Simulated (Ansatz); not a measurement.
Isolated molecules relaxed with PBE0-D4/def2-TZVP in Ansatz; ΔE leaves out vibrations. CCSD(T)/CBS is the MP2 limit (def2-TZVPP, def2-QZVPP) plus CCSD(T) − MP2 in def2-TZVPP, frozen cores. This one scheme is used for every species. Functionals use def2-TZVPP. HSE06 is defined as in plane-wave codes. One conformer a species, not always the lowest.

`C[CH2][AlH][O][SiH3]` + `N[SiH3]` → `[SiH3]N[SiH3]` + `C[CH2][AlH][OH]`  (ligand exchange at the Si–O bond)

CCSD(T)/CBS gives +13.1 kcal/mol.

Problem. Another level gave +12.6 kcal/mol. Which?
A. r2SCAN0/def2-TZVPP
B. HSE06/def2-TZVPP
C. HF/def2-TZVPP
D. revPBE-D4/def2-TZVPP

Solution. B. HSE06 12.6, r2SCAN0 13.7, revPBE-D4 11.3, HF/def2-TZVPP 16.8 kcal/mol.

Largest T1 diagnostic among the species: 0.011.

In def2-TZVPP, CCSD(T) changes the Hartree–Fock value by −3.6 kcal/mol (the triples alone add −0.5 kcal/mol) and MP2 by −3.7 kcal/mol. Leaving LDA and LC-ωPBE aside and taking each functional with its dispersion term where it has one, the values, not all of them listed here, spread over 3.8 kcal/mol, from revPBE-D4 to BHLYP-D4.
